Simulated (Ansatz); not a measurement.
Consider the ligand exchange at the Al–C bond: `CC1=CC(C)=[O+][Al-]([CH3])([OH])[O]1` + H–F → `CC1=CC(C)=[O+][Al-]([OH])([F])[O]1` + CH₄.

Gas-phase electronic energies from Ansatz, PBE0-D4/def2-TZVP geometries. CCSD(T)/CBS adds triple-zeta CCSD(T) − MP2 to the extrapolated MP2 energy (def2 sets, frozen cores). This one scheme is used for every species. Functionals use def2-TZVPP. Each species was taken in one conformer, which may not be the lowest.

```csv
level,ΔE (kJ/mol)
PBE0-D4,-193.2
MP2/def2-QZVPP,-201.0
```

Problem. What does CCSD(T)/CBS give? (An estimate is asked.)

Solution. Computed: -200.2 kJ/mol. The listed levels differ from it by 7.0, -0.8 kJ/mol.

Largest T1 diagnostic among the species: 0.015.

From BLYP to BHLYP (50 % exact exchange), in def2-TZVPP and without D4, ΔE moves by −7.2 kJ/mol. Leaving LDA and LC-ωPBE aside and taking each functional with its dispersion term where it has one, the values, not all of them listed here, spread over 23.6 kJ/mol, from BHLYP-D4 to revPBE-D4. LDA lies +5.2 kJ/mol from PBE without D4.

CCSD(T)/CBS has its own doubt, a few kJ/mol and more with outer-core shells, so smaller differences from it don't rank the levels.
